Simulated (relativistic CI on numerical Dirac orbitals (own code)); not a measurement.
# Crystal-field levels of Nb+, 4d4

Calculated by Dirac-Coulomb-Breit CI, orbitals from a KLI potential per configuration, model QED, valence Slater integrals scaled by 0.9, one configuration in a parametric crystal field (own radial code). With so little scaling, terms lie 10 to 35 % too far apart, which can change the order of excited levels.

Field parameters in Wybourne normalisation: D4h B²₀ = −7Ds, B⁴₀ = 21(Dq − Dt), B⁴₄ = 21√(5/14) Dq; Oh B⁴₀ = 21Dq, B⁴₄ = √(5/14) B⁴₀; Td as Oh with Dq negative (B⁴₀ = 21Dq, B⁴₄ = √(5/14) B⁴₀). The field is a parameter set, without covalency.

S and J are read from ⟨S²⟩ = S(S + 1) and ⟨J²⟩ = J(J + 1) of each level; they are not fictitious spins.

Oh, 10Dq = 11300 cm⁻¹, the lowest 16 levels:

```
E (cm⁻¹)  Degeneracy  Irrep     S     J
     0.0           1     A1  1.93  2.99
    60.2           3     T1  1.96  2.97
     116           2      E  1.98  2.96
     151           3     T2  1.99  2.98
     187           1     A2  2.00  3.00
    1979           1     A1  1.10  4.37
    2133           3     T1  1.07  4.25
    2360           3     T2  1.02  3.90
    2400           2      E  1.03  3.86
    8302           3     T2  0.05  4.68
    9116           2      E  0.05  4.97
   11066           1     A1  1.82  2.94
   11144           3     T1  1.89  2.72
   11211           3     T2  1.96  2.47
   11420           3     T1  1.88  3.46
   11422           2      E  1.89  3.46
```

D4h, 10Dq = 19350, Ds = -930, Dt = 610 cm⁻¹, the lowest 16 levels:

```
E (cm⁻¹)  Degeneracy  Irrep     S     J
     0.0           1     A1  1.01  4.05
    30.2           2      E  1.01  4.06
    5280           1     A1  1.23  3.99
    5329           1     A2  1.18  4.10
    5476           2      E  1.35  3.75
    5500           1     B1  1.53  3.45
    5502           1     B2  1.47  3.55
    5851           1     A1  1.96  3.02
    5901           2      E  1.86  3.19
    6007           1     B1  1.70  3.32
    6008           1     B2  1.55  3.52
    6561           1     B1  1.89  3.12
    6583           2      E  1.90  3.14
    6645           1     A2  1.88  3.20
    6645           1     A1  1.88  3.20
    6692           1     B2  0.31  4.45
```

Td, 10Dq = -10700 cm⁻¹, the lowest 16 levels:

| E (cm⁻¹) | Degeneracy | Irrep | S | J |
| --- | --- | --- | --- | --- |
| 0.0 | 1 | A1 | 0.08 | 4.60 |
| 2357 | 1 | A1 | 1.94 | 2.33 |
| 2411 | 3 | T1 | 1.96 | 2.38 |
| 2482 | 3 | T2 | 1.98 | 2.40 |
| 2782 | 2 | E | 1.98 | 3.24 |
| 2818 | 3 | T1 | 1.99 | 3.25 |
| 3031 | 3 | T2 | 2.00 | 3.76 |
| 4776 | 3 | T1 | 1.07 | 3.73 |
| 4799 | 1 | A1 | 1.07 | 3.58 |
| 4938 | 2 | E | 1.02 | 4.01 |
| 4993 | 3 | T2 | 1.03 | 4.07 |
| 7625 | 1 | A2 | 1.00 | 4.03 |
| 7799 | 3 | T2 | 1.00 | 4.21 |
| 7998 | 3 | T1 | 0.97 | 4.34 |
| 8114 | 2 | E | 1.01 | 4.34 |
| 9664 | 3 | T1 | 0.12 | 5.19 |

The free-ion ground term has S = 2. The field overcomes the spin-pairing energy for D4h, 10Dq = 19350, Ds = -930, Dt = 610 cm⁻¹; Td, 10Dq = -10700 cm⁻¹, where the ground state has lower spin; these fields are assumed values.

Levels of this model without a field, named by their leading LS term: 5D_0 0, 5D_1 117, 5D_2 341, 5D_3 655, 5D_4 1045, 3H_4 11307, 3H_5 11576, 3P_0 11833 cm⁻¹.
